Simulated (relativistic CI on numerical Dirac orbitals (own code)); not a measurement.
**Sensitivity of the levels of Pt⁵⁰⁺ to α and to the nuclear radius**

These numbers are calculated, not measured: Dirac-Coulomb-Breit CI, KLI orbitals optimised for each configuration, derivatives by finite differences, unscaled Slater integrals, QED left out (own radial code, finite nucleus).

Configuration list (outside the closed core [Ne] 3s2): 3p6 3d10, 3p6 3d9 4s, 3p6 3d9 4p, 3p6 3d9 4d, 3p5 3d10 4s, 3p6 3d9 4f, 3p5 3d10 4p, 3p6 3d8 4s2. Levels of other configurations are missing.

With x = (α/α₀)² − 1 an excitation energy changes as ω = ω₀ + qx; K = 2q/ω₀ is the relative enhancement. Terms are leading LS components, so labels can repeat. The field-shift factor is F = δν/δ⟨r²⟩ for the transition from the lowest level.

Lowest level 3p6 3d10 1S_0.

```
           Level  ω₀ (cm⁻¹)    q (cm⁻¹)        K  F (GHz/fm²)
 3p6 3d9 4s 3D_3   14482932  -2.103e+06    -0.29         3750
 3p6 3d9 4s 1D_2   14499583    -2.1e+06    -0.29         3740
 3p6 3d9 4s 3D_1   15174227  -1.402e+06   -0.185         3770
 3p6 3d9 4s 3D_2   15184688  -1.401e+06   -0.185         3770
3p6 3d9 4p 3P°_2   15355138  -1.933e+06   -0.252          455
3p6 3d9 4p 3F°_3   15365913  -1.935e+06   -0.252          451
3p6 3d9 4p 3F°_2   16046878  -1.236e+06   -0.154          473
3p6 3d9 4p 3D°_1   16076500  -1.228e+06   -0.153          473
3p6 3d9 4p 3F°_4   16451661     -565500  -0.0687          203
3p6 3d9 4p 1D°_2   16466905     -567200  -0.0689          211
3p6 3d9 4p 1P°_1   16476850     -565000  -0.0686          214
3p6 3d9 4p 3D°_3   16495506     -562800  -0.0682          204
3p6 3d9 4p 3P°_0   17113341      140300   0.0164          229
3p6 3d9 4p 3P°_1   17151799      135100   0.0158          230
3p6 3d9 4p 3F°_3   17155051      135700   0.0158          226
3p6 3d9 4p 3D°_2   17177706      135900   0.0158          229
 3p6 3d9 4d 3P_1   17711686     -496100   -0.056          219
 3p6 3d9 4d 3G_4   17754463     -499600  -0.0563          217
 3p6 3d9 4d 3D_2   17766547     -497400   -0.056          218
 3p6 3d9 4d 3F_3   17787376     -495900  -0.0558          217
 3p6 3d9 4d 1P_1   17961099     -257900  -0.0287          224
 3p6 3d9 4d 3G_5   17976116     -257200  -0.0286          224
 3p6 3d9 4d 3D_3   18010672     -254000  -0.0282          225
```

At this charge energies of transitions that change n are usually good to better than 1 %, and those within a shell (Δn = 0) to a few per cent.
